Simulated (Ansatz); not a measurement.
Gas-phase electronic energies from Ansatz, PBE0-D4/def2-TZVP geometries. CCSD(T)/CBS adds triple-zeta CCSD(T) − MP2 to the extrapolated MP2 energy (def2 sets, frozen cores). Functionals use def2-TZVPP. For Ge outer-core shells are correlated without core-valence functions, which leaves a few kJ/mol of doubt a bond. Scalar relativity is left out up to krypton. One conformer a species, not always the lowest.

`C[BH][GeH2][F]` + `[NH2][AlH][SiH2][SiH2]Cl` → `[NH2][AlH][GeH2][F]` + `CB[SiH2][SiH2]Cl`  (redistribution)

**Question.** Is it downhill or uphill in electronic energy at CCSD(T)/CBS, and by how much? (Best estimate.)

**Answer.** The calculation gave: Nearly level: ΔE = -0.02 eV.

**Question.** What do these levels give: PBE-D4, r2SCAN-D4, r2SCAN, SCS-MP2/def2-TZVPP, HF/def2-QZVPP, HF/CBS(def2)? (An estimate is asked.)

**Answer.** Ansatz gave: PBE-D4 -0.06, r2SCAN-D4 -0.06, r2SCAN -0.06, SCS-MP2/def2-TZVPP -0.03, HF/def2-QZVPP -0.05, HF/CBS(def2) -0.05 eV.

Largest T1 diagnostic among the species: 0.013.
